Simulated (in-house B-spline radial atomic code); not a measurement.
A radial electron density 4πr²n(r) was computed for an atom or ion in its tabulated ground configuration with a B-spline radial code for spherical atoms; method: Dirac-Hartree-Fock, average of configuration. Columns: r (bohr), 4πr²n(r) (electrons per bohr), bar.

```
0.000547     3.46 #
0.000657    4.627 #
0.000789    6.162 ##
0.000948    8.176 ###
 0.00114     10.8 ###
 0.00137    14.18 ####
 0.00164    18.37 ######
 0.00197    23.71 #######
 0.00237    30.35 ##########
 0.00284    38.19 ############
 0.00341    47.49 ###############
  0.0041    58.13 ##################
 0.00492    69.54 ######################
 0.00591    81.27 ##########################
 0.00709    92.22 #############################
 0.00852    101.3 ################################
  0.0102    107.1 ##################################
  0.0123      109 ##################################
  0.0148    106.7 ##################################
  0.0177    101.9 ################################
  0.0213    97.46 ###############################
  0.0255    97.37 ###############################
  0.0307    104.5 #################################
  0.0368    117.8 #####################################
  0.0442    132.3 ##########################################
  0.0531    139.3 ############################################
  0.0638      133 ##########################################
  0.0766    117.1 #####################################
   0.092    104.4 #################################
    0.11    106.2 ##################################
   0.133    119.6 ######################################
   0.159    123.5 #######################################
   0.191    103.5 #################################
    0.23    68.46 ######################
   0.276    44.05 ##############
   0.331    37.73 ############
   0.398    34.83 ###########
   0.477    23.94 ########
   0.573    10.46 ###
   0.688     2.72 #
   0.827   0.3856 
   0.993  0.02782 
    1.19 0.0009398 
    1.43 1.169e-05
```

**Question.** Which atom or ion is it?
A. Os39+
B. Re39+
C. Ir39+
D. Os38+

**Answer.** A. The area under the curve, ∫4πr²n dr = ∫r·4πr²n d(ln r) on this logarithmic grid, is 37 electrons, which only this option has. The configuration is [Kr] 4d1.
